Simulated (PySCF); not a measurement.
Q: Write a Z-matrix for `C[S+](C)(=O)CC(F)(F)F` as optimised with GFN2-xTB. (Charge +1.)

A: 
Z-matrix in Å and degrees, rows numbered from 1:
```
C 
S   1  1.7939
C   2  1.7937  1  108.56
O   2  1.4192  1  111.29  3   122.83
C   2  1.8357  1  109.12  3  -118.81
C   5  1.5250  2  114.51  1    59.29
F   6  1.3178  5  111.73  2  -179.96
F   6  1.3398  5  110.95  2   -58.87
F   6  1.3398  5  110.94  2    58.93
H   1  1.0843  2  110.51  3    52.51
H   1  1.0875  2  107.29  3   -68.26
H   1  1.0868  2  109.05  3   174.06
H   3  1.0875  2  107.32  1    68.11
H   3  1.0869  2  109.10  1  -174.11
H   3  1.0842  2  110.44  1   -52.55
H   5  1.0928  2  107.07  1   -62.48
H   5  1.0929  2  107.11  1  -178.85
```

The C–S distances run from 1.794 Å (S2–C3, drawn single) to 1.836 Å (S2–C5, drawn single), a spread of 0.042 Å. Of the pairs four or more bonds apart, F9···H15 is among the closest relative to their van der Waals radii: 2.43 Å, 91 % of the sum of Bondi's values. The 3 C–F bonds span 1.318 Å (C6–F7, drawn single) to 1.340 Å (C6–F8, drawn single), a spread of 0.022 Å. S2 (sulfur bonded to 3 C and O) is tetrahedral (angles from 107.4° to 111.3°).

The geometry is computed with GFN2-xTB (gas phase).

Point group: Cs (every atom within 0.08 Å of its image). GFN2-xTB frequencies: not computed here. Torsions: C1–S2–C5–C6 59°.

One conformer stands for the species.
